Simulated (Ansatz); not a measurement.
Coupled-cluster diagnostics for Si(OAc)H3 (C2H6O2Si), Ansatz.

Geometry of the singlet (PBE0-D4/def2-SVP):

```xyz
11

C    -0.541    0.328   -0.212
C    -1.443   -0.047   -1.346
O     0.467   -0.536   -0.036
O    -0.669    1.296    0.497
Si    1.553   -0.183    1.249
H    -2.241    0.696   -1.452
H    -1.872   -1.042   -1.162
H    -0.859   -0.116   -2.276
H     0.840   -0.206    2.554
H     2.238    1.114    1.012
H     2.526   -1.305    1.172
```

Correlated methods freeze 9 core orbitals.

Estimate the CCSD(T) correlation energy, the shares of MP2 and (T), T1 and the reference's ⟨S²⟩ for: charge 0, singlet, own geometry in def2-SVP; and the rough time on 2 threads of Intel Xeon Platinum 8259CL on a shared host.


| state | basis | correlation (eV) | MP2 share (%) | (T) share (%) | T1 | ⟨S²⟩ (pure) | wall time |
| --- | --- | --- | --- | --- | --- | --- | --- |
| charge 0, singlet, own geometry | def2-SVP | -21.745 | 91.6 | 2.9 | 0.015 | 0.00 (0.00) | 7.5 s |
Customary marks for T1 are 0.02 (closed shells), 0.045 (open shells) and about 0.05 (3d metals). T1 stays under 0.02 throughout.
